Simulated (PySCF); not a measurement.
## How methods differ on the excitation energy of Rh

Rh [Kr] 4d8 5s1 (4F) → Rh [Kr] 4d8 5p1 (high-spin determinant), as a difference of total energies. Calculation: PySCF 2.14, in aug-cc-pVTZ-DK (9s8p6d3f2g, 102 functions); scalar relativity by spin-free X2C-1e. Correlated levels: valence: [Kr] frozen. The calculations carry no spin-orbit coupling.

```csv
method,excitation energy (eV)
UHF,3.013
MP2 (valence),3.581
SCS-MP2 (valence),3.460
CCSD (valence),3.461
CCSD(T) (valence),3.483
```

Question: How much does correlation contribute at CCSD(T) (valence)?

Answer: 3.483 − (3.013) = 0.470 eV, measured against UHF.

A first-order spin-orbit estimate (lowest level to lowest level, LS coupling) adds 0.021 eV.

The determinant of the upper state mixes LS terms, which raises its energy above the lowest term, most at the Hartree-Fock and MP2 levels.
